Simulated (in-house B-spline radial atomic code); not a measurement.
Radial electron density of neutral platinum, [Xe] 4f14 5d9 7g1. Level of theory: Dirac-Hartree-Fock, average of configuration, Fermi nucleus of rms radius 5.427 fm; calculated with a B-spline radial code for spherical atoms.

Columns: r (bohr), 4πr²n(r) (electrons per bohr), bar.

```
0.000459    2.991 #
0.000614    4.735 #
0.000821    7.418 ##
  0.0011    11.51 ####
 0.00147    17.53 #####
 0.00196    26.08 ########
 0.00263    38.12 ############
 0.00352    53.59 ################
  0.0047    71.76 ######################
 0.00629    90.64 ############################
 0.00841    105.8 #################################
  0.0113    112.5 ###################################
  0.0151    108.6 #################################
  0.0201    100.7 ###############################
  0.0269    102.4 ################################
   0.036      122 ######################################
  0.0482      143 ############################################
  0.0645    136.8 ##########################################
  0.0862    115.1 ###################################
   0.115    121.4 #####################################
   0.154    133.8 #########################################
   0.206    98.44 ##############################
   0.276    72.56 ######################
   0.369    86.54 ###########################
   0.494    68.82 #####################
   0.661    34.12 ###########
   0.884     21.4 #######
    1.18    15.74 #####
    1.58     8.42 ###
    2.12    3.287 #
    2.83   0.9713 
    3.79    0.181 
    5.06  0.01757 
    6.77 0.0007817 
    9.06 0.0009329 
    12.1  0.00414 
    16.2 0.009871 
    21.7 0.006312 
      29 0.001297 
    38.8  0.01327 
    51.9 0.0006387 
    69.4  0.02633 
    92.9 0.007003 
     124 0.0001122 
     166 6.433e-08 
     222 5.336e-13
```

On this grid the curve has 7 maxima, near 0.0113, 0.0482, 0.154, 0.369, 16.2, 38.8, 69.4 bohr.

The 7g7/2 radial function P(r) = rR(r), positive near the nucleus, with its small component Q(r) (sign convention: Q ≈ (P' + κP/r)/2c):

```
r (bohr)          P           Q
    2.83  0.0003618   3.822e-06
    5.06   0.003948   2.253e-05
    9.06    0.03044   8.552e-05
    16.2    0.09935    0.000105
      29   -0.03602  -7.811e-05
    51.9    0.02527   5.796e-05
    92.9    0.08369  -2.278e-06
     166  0.0002537   -6.74e-08
```
